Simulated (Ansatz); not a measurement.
`C[O][GeH2][GaH2]` + `[SiH3][SiH2]S` → `[SiH3][SiH2][S][GaH2]` + `C[O][GeH3]` at 400 K and 1 bar (cleavage of the Ga–Ge bond).

Gas-phase electronic energies from Ansatz, PBE0-D4/def2-TZVP geometries. CBS: MP2 limit from def2 TZ/QZ plus the TZ coupled-cluster correction, frozen cores. For Ga, Ge outer-core shells are correlated without core-valence functions, which leaves a few kJ/mol of doubt a bond. Scalar relativity is left out up to krypton. One conformer a species, not always the lowest.

```
                species  CCSD(T)/CBS energy (Eh)  H − E (kJ/mol)  S (J/(mol·K))
     `C[O][GeH2][GaH2]`              -4117.47402           222.8          420.6
        `[SiH3][SiH2]S`               -979.55409           165.6          371.1
`[SiH3][SiH2][S][GaH2]`              -2904.12092           192.6          442.1
           `C[O][GeH3]`              -2192.93708           196.5          334.6
```

H − E and S are ideal-gas, rigid-rotor, harmonic terms from PBE0-D4/def2-TZVP, for one conformer and one mirror image of each species. 1 Eh = 2625.50 kJ/mol, R = 8.31446 J/(mol·K).

Problem. By hand: ΔE, ΔH, ΔS and ΔG.

Solution. ΔE = (-2904.12092) + (-2192.93708) − (-4117.47402) − (-979.55409) = -0.02989 Eh = -78.5 kJ/mol. Δ(H − E) = 192.6 + 196.5 − 222.8 − 165.6 = 0.7, so ΔH = -77.8 kJ/mol. ΔS = 442.1 + 334.6 − 420.6 − 371.1 = -15.0 J/(mol·K). ΔG = -77.8 − 400 × (-15.0)/1000 = -71.8 kJ/mol.

Problem. By hand: the equilibrium constant, and the temperature at which ΔG would vanish if ΔH and ΔS stayed fixed.

Solution. log₁₀ K = −ΔG/(RT ln 10) = 9.4. ΔG = 0 at ΔH/ΔS = 5187 K, far beyond where these terms or the molecules hold.

ΔH outweighs TΔS. A doubt of 5 kJ/mol in ΔE shifts log₁₀ K by 0.7 here. Other conformers and mirror images would add mixing entropy, several J/(mol·K) or more a flexible species. Modes under 60 cm⁻¹, often nearly free rotors, make the harmonic entropy too high. These are equilibria of isolated gas molecules and say nothing of rates. Largest T1 diagnostic: 0.014 (customary marks: 0.02 for closed shells, 0.045 for open ones).
